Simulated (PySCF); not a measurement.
Species: C₅H₉NOSi.
Atom-mapped SMILES: `[CH3:1][c:2]1[cH:3][cH:4][c:5]([NH:6][SiH3:7])[o:8]1` (hydrogens: H9, H10, H11 on C1; H12 on C3; H13 on C4; H14 on N6; H15, H16, H17 on Si7)

The geometry is computed with GFN2-xTB (gas phase).

(1) List the bond lengths, angles and torsions at this level.

## Answers

(1) 
```csv
bond,length (Å),order
C1–C2,1.487,single
C2–C3,1.358,aromatic
C3–C4,1.421,aromatic
C4–C5,1.363,aromatic
C5–N6,1.370,single
N6–Si7,1.727,single
C5–O8,1.351,aromatic
C2–O8,1.368,aromatic
"C1–H9, C1–H10, C1–H11",1.089,single
C3–H12,1.071,single
C4–H13,1.069,single
N6–H14,1.007,single
"Si7–H15, Si7–H16, Si7–H17",1.464,single
```

Bonds in one row agree within 0.01 Å and their mean is given. Orders are formal, as drawn. A selection of angles:
```csv
angle,degrees
C2–C1–H9,110.7
C2–C1–H10,109.4
H9–C1–H10,108.9
H9–C1–H11,107.9
C1–C2–C3,132.3
C1–C2–O8,118.1
C3–C2–O8,109.5
C2–C3–C4,107.0
C2–C3–H12,126.4
C4–C3–H12,126.6
C3–C4–C5,105.7
C3–C4–H13,127.6
C5–C4–H13,126.8
C4–C5–N6,131.6
C4–C5–O8,110.7
N6–C5–O8,117.7
C5–N6–Si7,126.0
C5–N6–H14,112.2
Si7–N6–H14,121.6
N6–Si7–H15,109.5
N6–Si7–H16,102.9
N6–Si7–H17,110.5
H15–Si7–H16,112.2
H15–Si7–H17,109.7
C2–O8–C5,107.1
```

Dihedral angles: C4–C5–N6–Si7 7° (synperiplanar). The mirror-image conformer, all signs reversed, is as good.

O8 (furan-type oxygen) is bent (angle 107.1°). N6 (silicon-bound nitrogen) is planar (angles 126.0°, 121.6° and 112.2°, sum 359.7°, 0.04 Å off the plane of its three neighbours). Of the pairs four or more bonds apart, Si7···H13 is among the closest relative to their van der Waals radii: 3.15 Å, 96 % of the sum of Bondi's values. Si7 (SiH3 silicon) is distorted tetrahedral (angles from 102.9° to 112.2°). The 5-membered ring C2–C3–C4–C5–O8 has internal angles of 105.7° to 110.7° (sum 540°, against 540° for a flat polygon); it is planar, 0.00 Å rms from its mean plane, widest ring torsion 0°. The C–C distances run from 1.358 Å (C2–C3, aromatic) to 1.487 Å (C1–C2, drawn single), a spread of 0.129 Å.

Point group: near Cs, missed by 0.32 Å at most; the miss may be what the optimiser left on a soft mode. No GFN2-xTB frequencies stand behind this structure, so it isn't proved a minimum. The numbers are those of one conformer.
